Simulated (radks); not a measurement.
Values are calculated unless marked as measured or tabulated.
Problem. Species: the manganese ion Mn13+. Configuration: [Ne] 3s2. Code: a radial shooting solver on a logarithmic mesh with Libxc functionals. Model: scalar-relativistic Kohn-Sham, exchange-only LDA, spin-polarised, spherical densities, point nucleus. Some entries of the table are withheld. Estimate them.

orbital  occ.  eigenvalue (eV)  r(max) (bohr)  <1/r> (bohr^-1)
1s          2              (1)            (2)            24.89
2s          2        -1112.307         0.2317            5.354
2p          6        -1003.213         0.1868              (3)
3s          2        -387.9068         0.6700            2.006

Solution. 
(1) 1s eigenvalue (eV): -6804.421
(2) 1s r(max) (bohr): 0.03994
(3) 2p <1/r> (bohr^-1): 5.259
